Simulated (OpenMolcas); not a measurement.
**Ti2+: ligand-field states by method**

Ti2+ with 4 ligands (bromide) in tetrahedral coordination (Td) at 2.64 Å. A charge of +0.5 e stands 3.2 Å behind each ligand. Ligand basis ANO-RCC-VDZP.

```json
{"Program": "OpenMolcas 26.06", "Basis": "ANO-RCC-VDZP [5s4p2d1f]", "Scalar Hamiltonian": "DKH2, point nucleus", "Active space": "2 electrons in 5 orbitals (3d)", "State averaging": "2S+1 = 3 even, 10 roots; 2S+1 = 1 even, 15 roots", "Spin-orbit coupling": "RASSI with atomic mean-field integrals over the reference wave functions"}
```

I. CASSCF
II. SS-CASPT2, IPEA 0.25 Eh, imaginary shift 0.1 Eh (closed shells correlated: 3s 3p and the ligand valence shells)
III. SS-CASPT2, IPEA 0.5 Eh, imaginary shift 0.1 Eh (closed shells correlated: 3s 3p and the ligand valence shells)

Spin-free states (labels of Td) in cm-1, each column counted from its own energy of the first state listed:

```csv
State,Degeneracy,I,II,III
3A2,1,0,0,0
3T2,3,2595,2120,2210
3T1,3,4519,4290,4340
1E,2,11373,7830,8010
1T2,3,13584,9390,9720
3T1,3,15212,11750,12160
1A1,1,17477,13720,14170
1T1,3,18001,15110,14950
1E,2,18953,15780,16040
1T2,3,19888,16400,16620
1A1,1,41130,30700,31540
```

From I to II, I's first state of the same spin (3T2) moves from 2595 to 2120 cm-1, by about -480 cm-1.

From I to II, I's first state of another spin (1E) moves from 11373 to 7830 cm-1, by about -3500 cm-1.

χT at 300 K: I 1.06, II 1.07, III 1.07 cm3 K/mol.

Roots that are degenerate in the reference are averaged as groups; the widest CASPT2 spread within a group is 280 cm-1 (the 3-fold group of multiplicity 3 near 2120 cm-1 above the lowest state of its run, II). Shifts and gaps below about the spread of the groups concerned are not significant. Over all roots computed the reference weight is 0.75 to 0.77 in II; a low but even weight reflects the number of correlated electrons. Ligand-to-metal charge-transfer states are missing. With no ligand orbital active B as a rule stays too high, so bands that hang on it stand too high and its fall with covalency is understated. Without dynamic correlation the repulsion within the d shell is too large (B by tens of per cent), so at a given field states of lower spin stand too high (holds for I). With metal d orbitals alone and no dynamic correlation the field as a rule comes out too small, by tens of per cent, by up to half for chloride and softer ligands (holds for I). These CASPT2 states fit no ligand-field parameters well, so their order and spin gaps are uncertain (holds for II; III). With one d shell and no ligand orbital active, 10Dq can be off by tens of per cent for divalent 3d ions, low with halides held by bare charges and at times high in hosts (holds for II; III). Free-ion shares, where given, are those of the reference states; single-state CASPT2 does not remix them (holds for II; III). No measured value stands beside these numbers; the geometry is a model, was not optimised and need not be the one that this ion takes.
